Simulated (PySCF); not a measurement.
Vertical excitations of a molecule C₂H₆BFO₂ from PySCF with TDA-PBE/def2-SVPD, as energy in eV (oscillator strength): 4.67 (0.003), 5.06 (0.024), 5.42 (0.008), 5.75 (0.000), 6.26 (0.004), 6.33 (0.018), 6.47 (0.000), 6.68 (0.003), 6.82 (0.002), 6.93 (0.037). Lowest triplet (TDA): 4.34 eV. Geometry optimised at B3LYP-D3(BJ)/def2-SVP. One conformer was computed; it need not be the lowest.

Identify the compound among the candidates.
A) COB(F)CO
B) OCB(F)CO
C) OCCB(O)F
D) COB(F)OC

B, OCB(F)CO
